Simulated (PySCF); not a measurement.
C₃H₃F₄, SMILES F[C](F)CC(F)F (connectivity only; charge and spin as stated), charge +1, multiplicity 1. Atoms are numbered in the order given.

```xyz
10

F      1.6366    -0.2937    -1.0377
C      1.2300    -0.1013     0.1232
F      1.9485     0.6592     0.8046
C     -0.0023    -0.6575     0.6136
C     -1.2401     0.2599     0.2055
F     -1.1011     0.5725    -1.0814
F     -2.3161    -0.4718     0.3928
H     -0.1850    -1.6217     0.1116
H      0.0238    -0.7560     1.7088
H     -1.2755     1.1751     0.8208
```
Charge +1, spin multiplicity 1.

Geometry optimised at PBE0-D3(BJ)/def2-SVP. The spin state was assumed, not searched. The isomer is the one that the SMILES or the coordinates give; other isomers of the formula were not compared. The values are those of a single conformer.

Calculation: PBE0-D3(BJ)/def2-SVP (PySCF).

No scaling factor is applied to the harmonic values.

Computed normal modes with their intensities:
| mode | ν (cm⁻¹) | IR (km/mol) | Raman (Å⁴/amu) | depolarisation | moving atoms (share of kinetic energy) |
|---|---|---|---|---|---|
| 1 | 33 | 2.3 | 0.4 | 0.73 | F 88 %, C 9 % |
| 2 | 66 | 4.8 | 0.1 | 0.37 | F 75 %, C 17 % |
| 3 | 141 | 2.7 | 0.7 | 0.43 | F 78 %, C 18 % |
| 4 | 337 | 1.2 | 0.8 | 0.59 | F 83 %, C 15 % |
| 5 | 411 | 4.7 | 3.1 | 0.32 | F 56 %, C 31 %, H 13 % |
| 6 | 462 | 5.0 | 3.4 | 0.26 | C 34 %, F 33 %, H 33 % |
| 7 | 586 | 9.0 | 1.1 | 0.62 | F 71 %, C 20 %, H 9 % |
| 8 | 627 | 28.7 | 1.1 | 0.51 | F 52 %, C 36 %, H 12 % |
| 9 | 724 | 38.3 | 28.5 | 0.24 | C 64 %, F 26 %, H 10 % |
| 10 | 878 | 44.0 | 2.4 | 0.41 | C 58 %, H 30 %, F 12 % |
| 11 | 976 | 49.0 | 3.1 | 0.53 | C 46 %, F 33 %, H 21 % |
| 12 | 984 | 87.1 | 5.7 | 0.10 | C 58 %, H 25 %, F 17 % |
| 13 | 1114 | 152.8 | 11.9 | 0.50 | H 53 %, C 25 %, F 22 % |
| 14 | 1194 | 111.2 | 10.3 | 0.63 | H 65 %, C 28 % |
| 15 | 1232 | 82.6 | 2.2 | 0.67 | C 39 %, H 37 %, F 24 % |
| 16 | 1265 | 250.1 | 6.7 | 0.58 | H 39 %, C 36 %, F 25 % |
| 17 | 1332 | 133.5 | 11.2 | 0.34 | H 78 %, C 18 % |
| 18 | 1417 | 24.3 | 1.5 | 0.72 | H 82 %, C 16 % |
| 19 | 1431 | 39.0 | 4.2 | 0.73 | H 68 %, C 29 % |
| 20 | 1582 | 429.2 | 13.0 | 0.30 | C 76 %, F 17 % |
| 21 | 1625 | 321.1 | 0.9 | 0.56 | C 72 %, F 24 % |
| 22 | 3091 | 46.6 | 74.8 | 0.13 | H 95 % |
| 23 | 3127 | 7.1 | 84.6 | 0.24 | H 92 %, C 8 % |
| 24 | 3189 | 43.0 | 37.4 | 0.67 | H 90 %, C 10 % |
